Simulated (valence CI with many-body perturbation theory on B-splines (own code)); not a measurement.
**Energy levels of Hg XXXI**

Calculated by configuration interaction combined with many-body perturbation theory (CI+MBPT): four valence electrons over a frozen Dirac-Fock core [Kr] 4d10, a basis of 8 s, 8 p, 9 d, 9 f, 6 g, 3 h, 2 i functions for each j, with the one-electron correlation potential Σ1 (screened to all orders), the two-electron term Σ2, the three-electron term Σ3, Breit, model QED; selected single and double excitations, second order for the rest (own B-spline code, finite nucleus).

No measured spectrum was set against this ion. As an estimate, large intervals hold to a few tenths of a per cent, small ones and those within an open d or f shell to about a per cent. Core correlation moves these levels by up to 4400 cm⁻¹, and in measured spectra 5 to 20 % of such shifts remained as error; rates that hang on mixing are uncertain with them. Only levels of the ground parity were solved; by the run's estimate the other parity begins above the list, which can be wrong where configurations are misplaced.

Levels 46 to 65 of 65, with energies above the lowest level, (4f5/2^4) J=4. "Leading %" is the weight of the configuration and term that name the level; weights of strongly mixed levels are sums over their largest components and can fall short. In the jj column 3d3/2^4 stands for four electrons in 3d with j = 3/2.

```
No.  Configuration  Term  J  E (cm⁻¹)  Leading %              Leading jj  Second component
 46            4f4    3K  6    159540         40    4f5/2^3 4f7/2 (38 %)       19 % 4f4 5G
 47            4f4    3F  3    160020         63  4f5/2^2 4f7/2^2 (51 %)       17 % 4f4 3G
 48            4f4    3I  5    163530         31    4f5/2 4f7/2^3 (54 %)       25 % 4f4 3G
 49            4f4    3H  5    164550         56  4f5/2^2 4f7/2^2 (82 %)       19 % 4f4 1H
 50            4f4    3F  2    165530         39    4f5/2 4f7/2^3 (79 %)       33 % 4f4 3P
 51            4f4    3D  1    166180         55    4f5/2 4f7/2^3 (96 %)       35 % 4f4 3P
 52            4f4    3L  9    167350         65    4f5/2 4f7/2^3 (98 %)       35 % 4f4 3M
 53            4f4    3H  4    168510         45    4f5/2^3 4f7/2 (53 %)       24 % 4f4 1G
 54            4f4    3F  3    170770         58    4f5/2 4f7/2^3 (81 %)       26 % 4f4 3D
 55            4f4    3G  3    176180         53  4f5/2^2 4f7/2^2 (54 %)       19 % 4f4 5D
 56            4f4    3H  6    177560         37    4f5/2 4f7/2^3 (43 %)       25 % 4f4 3I
 57            4f4    3G  4    180180         58  4f5/2^2 4f7/2^2 (62 %)       16 % 4f4 1G
 58            4f4    3F  2    183490         64  4f5/2^2 4f7/2^2 (57 %)       21 % 4f4 1D
 59            4f4    3P  0    184260         44  4f5/2^2 4f7/2^2 (72 %)       38 % 4f4 5D
 60            4f4    3K  8    184390         52  4f5/2^2 4f7/2^2 (96 %)       47 % 4f4 1L
 61            4f4    3G  5    184830         53    4f5/2 4f7/2^3 (48 %)       40 % 4f4 3H
 62            4f4    1G  4    184830         44    4f5/2 4f7/2^3 (59 %)       25 % 4f4 3H
 63            4f4    3K  7    186850         64  4f5/2^2 4f7/2^2 (74 %)       28 % 4f4 3I
 64            4f4    3I  5    188470         48    4f5/2 4f7/2^3 (35 %)       24 % 4f4 3H
 65            4f4    1K  7    190490         54    4f5/2 4f7/2^3 (70 %)       34 % 4f4 3I
```

Where two levels of one J and parity lie close, their mixing, g and order are uncertain.
